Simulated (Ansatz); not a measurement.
Stretching the Si1–Cl3 bond in ClFSi (SMILES F[Si]Cl) (multiplicity 1 held, fragments rigid). Energies count from the point at 2.097 Å.
Geometry at that point (charge 0, multiplicity 1):
```xyz
3

Si     0.348     0.268     0.782
F      0.950     1.342    -0.255
Cl    -0.789    -0.931    -0.509
```

Signs of static correlation in cc-pV(D+d)Z, with CASSCF(6,4), from Ansatz (an electronic-structure program) runs.

```csv
R (Å),T1 of restricted CCSD,⟨S²⟩ of UHF,largest double amplitude of restricted CCSD,weight of the CASSCF reference in MRCISD,CASSCF natural occupations
1.677,0.013,0.007,0.110,0.895,2.00 2.00 1.99 0.01
1.887,0.014,0.011,0.106,0.894,2.00 2.00 1.99 0.01
2.097,0.015,0.000,0.097,0.893,2.00 2.00 1.99 0.01
2.306,0.016,0.000,0.080,0.893,2.00 2.00 1.98 0.02
2.516,0.018,0.000,0.078,0.893,2.00 1.99 1.97 0.03
2.830,0.021,0.000,0.092,0.894,2.00 1.99 1.95 0.06
3.145,0.026,0.117,0.123,0.894,2.00 1.99 1.92 0.09
3.669,0.043,0.873,0.182,0.894,2.00 1.99 1.79 0.22
4.193,…,0.994,…,0.894,2.00 2.00 1.47 0.53
4.822,0.149,1.021,0.710,0.894,2.00 2.00 1.19 0.81
5.661,0.223,1.027,1.343,0.894,2.00 2.00 1.05 0.95
6.709,0.238,1.027,1.577,0.894,2.00 2.00 1.01 0.99
```

Complete the blanks.


- 4.193, T1 of restricted CCSD: 0.079
- 4.193, largest double amplitude of restricted CCSD: 0.322

Doubts at one or more of the structures used: active orbitals that take no part (SC-NEVPT2 on CASSCF(6,4)/cc-pV(D+d)Z); a restricted determinant that unrestricted orbitals would lower (R-CCSD(T)/cc-pV(D+d)Z); T1 above 0.05 (R-CCSD(T)/cc-pV(D+d)Z, U-CCSD(T)/cc-pV(D+d)Z); other coupled-cluster roots lie near (R-CCSD(T)/cc-pV(D+d)Z); a spin-contaminated determinant (U-CCSD(T)/cc-pV(D+d)Z).
